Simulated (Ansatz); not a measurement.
`N[SiH2][Si](N)(O)O` + CH₃NH₂ → `CN[SiH2]N` + `N[SiH](O)O`  (cleavage of the Si–Si bond)

Isolated molecules relaxed with PBE0-D4/def2-TZVP in Ansatz; ΔE leaves out vibrations. CBS: MP2 limit from def2 TZ/QZ plus the TZ coupled-cluster correction, frozen cores. This one scheme is used for every species. Functionals use def2-TZVPP. B3LYP here is the variant with VWN-RPA as its local correlation; programs differ in this. Each species was taken in one conformer, which may not be the lowest.

`N[SiH2][Si](N)(O)O`:

Z-matrix (Å, degrees):
```
Si
Si 1 2.337
N 1 1.730 2 104.6
H 1 1.491 2 111.2 3 116.2
H 1 1.497 2 111.5 3 -125.7
O 2 1.644 1 107.4 3 165.9
N 2 1.723 1 119.2 3 -73.4
O 2 1.650 1 103.0 3 43.4
H 3 1.009 1 116.9 2 -46.2
H 3 1.008 1 120.0 2 175.4
H 6 0.960 2 116.9 1 169.4
H 7 1.009 2 118.5 1 -72.7
H 7 1.009 2 118.2 1 64.2
H 8 0.960 2 116.8 1 -166.3
```

CH₃NH₂:

```xyz
7

C     0.255   -0.240    0.448
N    -0.220    0.635   -0.611
H    -0.167   -1.256    0.444
H     0.030    0.210    1.417
H     1.341   -0.331    0.382
H    -1.225    0.741   -0.562
H    -0.013    0.241   -1.519
```

`CN[SiH2]N`:

```xyz
12

C    -1.236    0.098    1.483
N    -0.240    0.517    0.525
Si    0.193   -0.334   -0.894
N     1.802    0.085   -1.299
H    -0.932    0.341    2.506
H    -1.356   -0.987    1.429
H    -2.224    0.544    1.310
H    -0.019    1.500    0.566
H    -0.569   -0.023   -2.142
H    -0.082   -1.760   -0.544
H     2.092    0.119   -2.262
H     2.571   -0.101   -0.678
```

`N[SiH](O)O`:

```xyz
9

N    -0.280    0.318    1.184
Si    0.424   -0.283   -0.259
O     0.775    1.012   -1.200
O    -0.628   -1.369   -0.892
H    -0.686   -0.325    1.846
H     0.148    1.096    1.661
H     1.697   -1.021   -0.161
H     0.104    1.693   -1.274
H    -1.554   -1.122   -0.906
```

CCSD(T)/CBS gives -0.82 eV.

Question: Another level gave -0.60 eV. Which?
A. B3LYP-D4/def2-TZVPP
B. SCS-MP2/def2-TZVPP
C. CCSD(T)/def2-TZVPP
D. PBE-D4/def2-TZVPP

Answer: D. PBE-D4 -0.60, CCSD(T)/def2-TZVPP -0.82, B3LYP-D4 -0.77, SCS-MP2/def2-TZVPP -0.91 eV.

Largest T1 diagnostic among the species: 0.012.

From PBE to PBE0 (25 % exact exchange), in def2-TZVPP and without D4, ΔE moves by −0.08 eV. In def2-TZVPP, CCSD(T) changes the Hartree–Fock value by +0.17 eV (the triples alone add +0.03 eV) and MP2 by +0.09 eV. The D4 term adds +0.05 eV with B3LYP and +0.03 eV with PBE0; it sums over pairs of atoms, weighted by their polarisabilities, and B3LYP, whose exchange is more repulsive, gets the larger term.
